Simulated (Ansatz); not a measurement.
Ideal-gas functions of CH5BrOSi, SMILES `OC[SiH2]Br` at 600 K and 1 bar, from an Ansatz frequency run at PBE0-D4/def2-TZVP.

Molar mass 141.04 g/mol, point group C1 (symmetry number 1), electronic degeneracy 1, moments of inertia 79.552, 273.651, 334.342 u Å². Harmonic wavenumbers (cm⁻¹, unscaled): 86, 152, 276, 365, 415, 539, 633, 669, 794, 867, 939, 1081, 1165, 1290, 1389, 1457, 2237, 2256, 3005, 3082, 3818.

Use S(trans) = R[1.5 ln M + 2.5 ln T − 1.1517]; rotational temperatures θ = 24.2544 K / I; S(rot) = R[ln(√π/σ · √(T³/θAθBθC)) + 1.5]; for each mode x = 1.438777 ν̃/T, S = R[x/(eˣ − 1) − ln(1 − e⁻ˣ)] and H = RT x/(eˣ − 1); 1 cm⁻¹ = 0.0119627 kJ/mol; R = 8.31446 J/(mol·K).

Task: By hand: the entropy, in J/(mol·K).

Result: Translation 185.1. Rotation: θ = 0.3049, 0.0886, 0.0725 K, giving 122.9. Vibration, mode by mode: 21.46, 16.75, 11.90, 9.68, 8.69, 6.74, 5.60, 5.22, 4.11, 3.58, 3.13, 2.39, 2.04, 1.61, 1.33, 1.17, 0.25, 0.24, 0.05, 0.04, 0.01, in all 106.0. Electronic 0.0. Sum 414.0 J/(mol·K).

Task: By hand: H − E and G − E in kJ/mol, counted from the electronic energy.

Result: Zero-point energy ½ × 26515 × 0.0119627 = 158.6; thermal vibration 33.4; translation, rotation and pV give 4 RT = 20.0. H − E = 212.0 kJ/mol, and G − E = 212.0 − 600 × 414.0/1000 = -36.4 kJ/mol.

Vibration gives 26 % of the entropy, 21.5 J/(mol·K) of it from the mode under 150 cm⁻¹: soft modes count most, and the harmonic formula is weakest for them. The sum counts one conformer and one mirror image; others add a mixing term.
